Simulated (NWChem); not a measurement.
BNH2BrCl; SMILES BrB(N)Cl

```xyz
6

B      0.4289    -0.5675     0.0000
Cl    -0.7075    -1.9176     0.0000
Br    -0.2348     1.2413     0.0000
N      1.7953    -0.8003     0.0000
H      2.4748    -0.0511     0.0000
H      2.1825    -1.7354     0.0000
```
Atoms are numbered in this order, from 1.

Program: NWChem. Structure relaxed at the PBE0/def2-SVP level. GIAO values for the isolated, static molecule; σ is the absolute isotropic shielding, δ = σ(reference) − σ with the isolated reference molecule computed at the same levels (11B: boron trifluoride, 1H: tetramethylsilane, 15N: ammonia). Spin-orbit effects, on the heavy nuclei and on their neighbours, are missing.

Estimate the computed values for PBE0/pcSseg-1. Quantities: δ B1 (ppm); σ Cl2 (ppm); σ Br3 (ppm); δ N4 (ppm); δ H5 (ppm); δ H6 (ppm).


```yaml
"δ B1 (ppm)": 26.2
"σ Cl2 (ppm)": 804.0
"σ Br3 (ppm)": 2409.5
"δ N4 (ppm)": 111.9
"δ H5 (ppm)": 3.95
"δ H6 (ppm)": 3.91
```
